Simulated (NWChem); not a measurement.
System: ZnCl, doublet; SMILES [Cl][Zn]

```xyz
2

Zn     0.0000     0.0000    -0.7759
Cl     0.0000     0.0000     1.3868
```
Atoms are numbered in this order, from 1.

Geometry: optimised at PBE0/def2-SVP, spin-unrestricted. The spin multiplicity was typed, not searched, and may not be the lowest. No stability test was run on the SCF state.

Question: List the 6 lowest vertical excitations from PBE/def2-SVPD, spin-unrestricted, TDA (NWChem).

Answer: 
```csv
state,energy (eV),oscillator strength,<S²>
state 1,2.78,0.002,0.77
state 2,2.78,0.002,0.77
state 3,4.13,0.119,0.75
state 4,4.13,0.119,0.75
state 5,4.50,0.033,0.80
state 6,5.53,0.150,1.07
```
